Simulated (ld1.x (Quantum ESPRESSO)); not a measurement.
## Reading a pseudo-wave (H)

Columns: radius, all-electron u(r) and pseudo u(r) of the 1s shell (level -6.36 eV) of hydrogen in the configuration 1s1; LDA (PZ), scalar-relativistic, PAW scheme, ld1.x (Quantum ESPRESSO) 7.5.

```json
{"r (bohr)": "0.072", "all-electron": "0.1241", "pseudo": "0.0837"}
{"r (bohr)": "0.145", "all-electron": "0.2322", "pseudo": "0.1670"}
{"r (bohr)": "0.217", "all-electron": "0.3234", "pseudo": "0.2461"}
{"r (bohr)": "0.290", "all-electron": "0.4018", "pseudo": "0.3219"}
{"r (bohr)": "0.362", "all-electron": "0.4668", "pseudo": "0.3912"}
{"r (bohr)": "0.435", "all-electron": "0.5218", "pseudo": "0.4547"}
{"r (bohr)": "0.507", "all-electron": "0.5664", "pseudo": "0.5102"}
{"r (bohr)": "0.580", "all-electron": "0.6031", "pseudo": "0.5587"}
{"r (bohr)": "0.652", "all-electron": "0.6319", "pseudo": "0.5986"}
{"r (bohr)": "0.725", "all-electron": "0.6545", "pseudo": "0.6313"}
{"r (bohr)": "0.798", "all-electron": "0.6713", "pseudo": "0.6563"}
{"r (bohr)": "0.870", "all-electron": "0.6829", "pseudo": "0.6742"}
{"r (bohr)": "0.942", "all-electron": "0.6902", "pseudo": "0.6858"}
{"r (bohr)": "1.015", "all-electron": "0.6937", "pseudo": "0.6921"}
{"r (bohr)": "1.088", "all-electron": "0.6940", "pseudo": "0.6938"}
{"r (bohr)": "1.160", "all-electron": "0.6914", "pseudo": "0.6917"}
{"r (bohr)": "1.232", "all-electron": "0.6864", "pseudo": "0.6867"}
{"r (bohr)": "1.305", "all-electron": "0.6793", "pseudo": "0.6794"}
{"r (bohr)": "1.378", "all-electron": "0.6703", "pseudo": "0.6703"}
{"r (bohr)": "1.450", "all-electron": "0.6599", "pseudo": "0.6599"}
{"r (bohr)": "1.522", "all-electron": "0.6483", "pseudo": "0.6483"}
{"r (bohr)": "1.595", "all-electron": "0.6355", "pseudo": "0.6355"}
{"r (bohr)": "1.668", "all-electron": "0.6218", "pseudo": "0.6218"}
{"r (bohr)": "1.740", "all-electron": "0.6076", "pseudo": "0.6076"}
{"r (bohr)": "1.812", "all-electron": "0.5928", "pseudo": "0.5928"}
{"r (bohr)": "1.885", "all-electron": "0.5774", "pseudo": "0.5774"}
```

Question: How many radial nodes do the two functions have?

Answer: The all-electron 1s function has n − l − 1 = 0; the pseudo-wave has 0.

Question: At about which radius was the pseudo-wave matched?

Answer: 1.45 bohr. The columns agree to 0.0005 from 1.09 bohr on; several derivatives are matched, so the curves merge somewhat inside the radius.

Question: Where does each function peak?

Answer: Outermost all-electron maximum near 1.09 bohr, pseudo maximum near 1.09 bohr (to the table’s step).

Question: Is the pseudo-wave norm-conserving?

Answer: No, it belongs to a PAW set: the norm inside the radius is not constrained, and the difference is carried by the augmentation charge.
